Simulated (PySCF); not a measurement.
Diatomics of Sb with the second period

PBE0 with double-zeta basis sets in PySCF, for the lowest determinant that a PBE0 search found; no spin–orbit coupling. De refers to high-spin ground-configuration atoms. A positive dipole means M(−)Sb(+).

| M | basis | state (unpaired electrons) | Re (Å) | ωe (cm⁻¹) | De (eV) | μ (D) |
| --- | --- | --- | --- | --- | --- | --- |
| Li | def2-SVP | triplet (π ↑↑) | 2.618 | 395 | 1.52 | -6.55 |
| Be | x2c-SVPall | quartet (σ ↑, π ↑↑) | 2.405 | 459 | 1.24 | 0.31 |
| B | x2c-SVPall | triplet (σ ↑, π ↑) | 2.050 | 711 | 2.56 | 0.78 |
| O | x2c-SVPall | doublet (π ↑) | 1.830 | 875 | 3.54 | 3.44 |
| F | def2-SVP | triplet (π ↑↑) | 1.947 | 626 | 3.80 | 2.57 |

The shortest bond is that of SbO (1.830 Å), the longest that of LiSb (2.618 Å).

The rows differ in basis set, which adds steps of its own.

The state changes along the series, so neighbouring rows are not always alike in their bonding.

Spin–orbit coupling is left out, which matters for elements this heavy, above all for dissociation energies. States were picked by a PBE0 search and need not be the measured ground states.
